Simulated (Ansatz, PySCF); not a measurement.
Molecule: SnO2, net charge 0, singlet state. 
Geometry from a B3LYP-D3(BJ)/def2-TZVP (Ansatz, a first-principles code) optimisation:
```xyz
3

Sn     0.0000     0.0000     0.0000
O      0.0000     0.0000    -1.8140
O      0.0000     0.0000     1.8140
```

Quantity: atomisation energy (electronic, to ground-state atoms), in kJ/mol. Cores are frozen in the correlated levels unless marked. UHF or UKS for open shells. No spin-orbit coupling. Frozen are the shells of the preceding noble gas and the d and f shells that filled before the atom's block. In def2 rows, elements after Kr have scalar-relativistic effective core potentials. STO-3G rows are all-electron and non-relativistic. The coupled-cluster limit lacks core correlation, which all-electron functionals hold. CBS(X,Y): correlation extrapolated as X^-3; Hartree-Fock from the larger set.

The Hartree-Fock reference is unstable (checked in the largest basis), which strains HF and MP2. The T1 diagnostic of CCSD in the largest basis is 0.034, which is high, so the coupled-cluster rows are less sure than usual.

```tsv
level	program	atomisation energy (kJ/mol)
BP86-D3(BJ)/def2-TZVPD	PySCF + dftd3	892.1
PBE0/def2-TZVP	Ansatz	?
PBE0/def2-TZVPD	Ansatz	749.7
r2SCANh/def2-TZVPD	Ansatz	?
CAM-B3LYP-D4/def2-TZVPD	Ansatz + dftd4	760.7
B2PLYP-D3(BJ)/def2-TZVPD	Ansatz + dftd3	?
SCS-MP2/STO-3G	Ansatz	451.6
CCSD/def2-TZVPPD	Ansatz	?
CCSD(T)/CBS(def2-TZVPPD,def2-QZVPPD)	Ansatz	804.3
```

Task: What belongs in the gaps?

Result: 
- PBE0/def2-TZVP, atomisation energy (kJ/mol): 748.6
- r2SCANh/def2-TZVPD, atomisation energy (kJ/mol): 755.8
- B2PLYP-D3(BJ)/def2-TZVPD, atomisation energy (kJ/mol): 811.7
- CCSD/def2-TZVPPD, atomisation energy (kJ/mol): 684.5
